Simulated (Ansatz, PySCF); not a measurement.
Gas-phase reaction (SMILES): F/C=C/F + 4 [H][H] (H2) -> 2 C (CH4) + 2 F (HF); energy of full hydrogenation.

Each molecule is optimised on its own at B3LYP-D3(BJ)/def2-TZVP (Ansatz, a first-principles code). Correlated levels leave the core frozen unless marked. Spin-orbit coupling is left out. No relativistic terms. CBS(X,Y): correlation extrapolated as X^-3; Hartree-Fock from the larger set. The bracket is a focal-point correction in the basis named. Thermal terms are rigid-rotor harmonic-oscillator values from B3LYP-D3(BJ) frequencies (PySCF) at 298.15 K and 1 atm. 1 Eh = 627.5095 kcal/mol.

```csv
species,"E, RI-MP2/CBS(aug-cc-pVTZ,aug-cc-pVQZ)+[CCSD(T)-MP2]/aug-cc-pVTZ (Ansatz) (Eh)","E, PBE0-D4/def2-TZVPD (Ansatz + dftd4) (Eh)",H - E (Eh),G - E (Eh)
F/C=C/F,-276.83386,-276.89080,0.04153,0.01113
[H][H] (H2),-1.17524,-1.16831,0.01336,-0.00144
C (CH4),-40.46129,-40.47492,0.04840,0.02728
F (HF),-100.39388,-100.39487,0.01259,-0.00713
```

### Question
Work out ΔE and ΔH, ΔG, ΔS and the equilibrium constant at 298.15 K at the first level, then ΔH at the second.

### Answer

1. ΔE = [2×(-40.46129) + 2×(-100.39388)] - [(-276.83386) + 4×(-1.17524)] = -0.17552 Eh = -110.1 kcal/mol at RI-MP2/CBS(aug-cc-pVTZ,aug-cc-pVQZ)+[CCSD(T)-MP2]/aug-cc-pVTZ.
2. The terms H - E add up to 0.02701 Eh, so ΔH = (-0.17552 + (0.02701))×627.5095 = -93.2 kcal/mol.
3. The terms G - E add up to 0.03493 Eh, so ΔG = -88.2 kcal/mol, and ΔS = (0.02701 - (0.03493))×627509.5/298.15 = -16.7 cal/(mol K).
4. log10 K = -ΔG/(RT ln 10) = 64.7, with RT ln 10 = 1.3642 kcal/mol.
5. At PBE0-D4/def2-TZVPD the same steps give ΔE = -110.2 and ΔH = -93.2 kcal/mol, a shift of +0.0 from the first level.
6. These values are not checked against measurement here, since the tables used lack a sound gas-phase enthalpy of formation for at least one species.
